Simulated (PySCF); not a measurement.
**Where the electron goes**

Species: C4H9PSi.
Structure used (GFN2-xTB), in Å, numbered top down from 1:
```
atom  x, y, z in Å
C1    -2.487    0.114    0.651
C2    -1.211   -0.167    0.434
C3    -0.555   -0.034   -0.865
P4     0.420   -1.482   -1.532
C5     0.930    0.206   -0.974
Si6    2.028    0.501    0.538
H7    -2.937    0.002    1.623
H8    -3.130    0.470   -0.137
H9    -0.586   -0.528    1.242
H10   -1.172    0.446   -1.622
H11    0.583   -2.097   -0.282
H12    1.191    0.832   -1.826
H13    2.078   -0.689    1.394
H14    3.371    0.805    0.046
H15    1.471    1.629    1.289
```

Computed with PySCF 2.14.0, density-fitted response routines, TDDFT B3LYP/def2-SVPD, vertical, gas phase, core orbitals frozen in the response.

Kohn–Sham orbitals with the atoms that hold most of them (Löwdin shares over 4%, at most four atoms; ? is withheld):

| orbital | ε (eV) | atoms |
| --- | --- | --- |
| HOMO-3 | -8.97 | C5 26%, Si6 18%, C3 15%, C2 9% |
| HOMO-2 | -8.62 | P4 29%, C2 16%, C5 14%, C3 13% |
| HOMO-1 | -7.41 | P4 48%, C5 22%, C3 8%, Si6 7% |
| HOMO | ? | ? |
| LUMO | -0.58 | ? |
| LUMO+1 | -0.03 | P4 22%, Si6 19%, C5 11%, H11 6% |
| LUMO+2 | 0.44 | Si6 21%, P4 14%, C1 10%, C2 8% |

(1) Give the leading atoms of the HOMO.

(2) Which atoms hold the LUMO, and with what shares?

(3) What is the HOMO energy, and the HOMO–LUMO gap?

Results:

(1) C1 (bonded to C and 2 H) 26%; P4 (bonded to 2 C and H) 24%; C2 (bonded to 2 C and H) 19%; C3 (bonded to 2 C, P and H) 13%. By element: carbon 59% or more, phosphorus 24%.

(2) P4 (bonded to 2 C and H) 30%; C1 (bonded to C and 2 H) 19%; C2 (bonded to 2 C and H) 16%; C3 (bonded to 2 C, P and H) 9%. By element: carbon 45% or more, phosphorus 30%.

(3) ε(HOMO) = -6.59 eV; the gap is 6.01 eV (0.2210 hartree).

How does S1 compare with the orbital gap of 6.01 eV?

S1 is at 5.54 eV (f = 0.119), 0.47 eV below the gap, made of HOMO→LUMO (58%), HOMO→LUMO+1 (38%). 

Next come S2 at 5.85 eV (f 0.201), HOMO→LUMO+1 (52%), HOMO→LUMO (26%); S3 at 5.99 eV (f 0.013), HOMO-1→LUMO (91%); S4 at 6.28 eV (f 0.123), HOMO→LUMO+2 (86%); S5 at 6.45 eV (f 0.022), HOMO→LUMO+3 (43%), HOMO→LUMO+4 (26%), HOMO-1→LUMO+1 (18%).

Löwdin shares depend on the basis, the more so with diffuse functions.

One conformer stands for the species.
